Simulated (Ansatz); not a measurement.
Cartesian coordinates in Å:
```
C -0.187 -0.889 -1.316
O -0.351 -0.635 0.064
Ga 0.252 0.824 0.848
O 0.063 1.153 2.569
F 1.080 2.010 -0.126
H 0.327 -0.080 -1.845
H -1.170 -1.030 -1.777
H 0.390 -1.808 -1.451
H -0.404 0.453 3.033
```

Total charge 0; spin multiplicity 1.

Question: List the B3LYP/def2-TZVPP orbital energies in eV (the Gaussian-basis code of Ansatz). (Estimate.)

Answer: Ansatz gave: Occupied: -10138.41, -1250.07, -1107.36, -1107.21, -1107.19, -670.66, -520.91, -520.76, -278.19, -150.38, -103.88, -103.60, -103.55, -31.13, -27.64, -27.39, -23.60, -23.56, -23.54, -23.27, -23.22, -18.47, -14.26, -13.30, -12.38, -12.26, -11.82, -10.95, -10.75, -9.99, -9.33, -8.60, -8.12. Lowest empty: -1.60, -0.35, 0.89, 1.52, 1.91, 3.03, 3.16, 3.48.

B3LYP here is the variant with VWN-RPA as its local correlation; programs differ in this.
